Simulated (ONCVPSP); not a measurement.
**Which change was made? (W, ONCV)**

W (Z = 74), optimised norm-conserving Vanderbilt (ONCV), made with ONCVPSP 4.0.1 (revPBE, scalar-relativistic). Core [Kr] 4d10, reference 4f14 5s2 5p6 5d4 6s2. Waves: 5s+6s: rc 1.40 bohr, ncon 4, nbas 7, qcut 7.3 1/bohr, 2 projectors; 5p: rc 1.15 bohr, ncon 4, nbas 8, qcut 6.6 1/bohr, 2 projectors, debl 2.3 Ha; 5d: rc 2.00 bohr, ncon 4, nbas 9, qcut 7 1/bohr, 1 projector; 4f: rc 0.75 bohr, ncon 4, nbas 8, qcut 23.6 1/bohr, 2 projectors, debl 2.7 Ha. Local part: polynomial inside 0.60 bohr (lpopt 5, dvloc0 6 Ha). Core correction: Teter function, fcfact 5.25, rcfact 1.75.

Cutoffs, loose and tight: the cutoffs (Ha) at which the residual kinetic energy of the hardest occupied pseudo-wave falls to 1 and 0.1 mHa per electron. They do not see the model core or the augmentation charge, which bear on the density cutoff. Test errors are all-electron minus pseudo excitation energies from the reference, over the configurations 4f14 5s2 5p6 5d4 6s1; 4f14 5s2 5p6 5d4 6s0; 4f14 5s2 5p6 5d3 6s0; 4f14 5s2 5p6 5d4 6s0 6p1; variants that change the core or the reference have their own tests.

The base gives: outcome: generated; cutoff, loose: 234 Ha; cutoff, tight: 255 Ha; bound ghosts: s, p; GHOST(+) flags above zero: d; largest test error (meV): -12.

**Question.** After one change the result is: outcome: generated; cutoff, loose: 456 Ha; cutoff, tight: 597 Ha; bound ghosts: s, p; GHOST(+) flags above zero: d; largest test error (meV): -12. Which change was it?
A. f: qcut 32.5
B. f: qcut 27.5
C. f: qcut 17.5

**Answer.** C. The others give: f: qcut 32.5 → outcome: generated; cutoff, loose: 333 Ha; cutoff, tight: 376 Ha; bound ghosts: s, p; GHOST(+) flags above zero: d; largest test error (meV): -12 | f: qcut 27.5 → outcome: generated; cutoff, loose: 276 Ha; cutoff, tight: 306 Ha; bound ghosts: s, p; GHOST(+) flags above zero: d; largest test error (meV): -12.
